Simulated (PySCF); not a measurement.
A calculated (PBE0, PySCF 2.14, dyall-av2z, the non-relativistic Hamiltonian (point nucleus)) atom or ion has these occupied shells.

| shell | electrons | orbital energy (eV) | rms radius, mean of both spins (bohr) |
| --- | --- | --- | --- |
| 1s α | 1 | -8811.6 | 0.0612 |
| 1s β | 1 | -8811.6 | 0.0612 |
| 2s α | 1 | -1073.6 | 0.259 |
| 2s β | 1 | -1072.8 | 0.259 |
| 2p α | 3 | -941.94 | 0.230 |
| 2p β | 3 | -941.31 | 0.230 |
| 3s α | 1 | -133.45 | 0.773 |
| 3s β | 1 | -131.72 | 0.773 |
| 3p α | 3 | -91.938 | 0.814 |
| 3p β | 3 | -90.144 | 0.814 |
| 3d α | 5 | -22.493 | 1.07 |
| 3d β | 4 | -21.145 | 1.07 |
| 4s α | 1 | -14.688 | 2.69 |

(1) Name the element and its charge.

Results:

(1) Cu+ (copper, charge +1), in [Ar] 3d9 4s1, high-spin 3D determinant (an excited configuration).
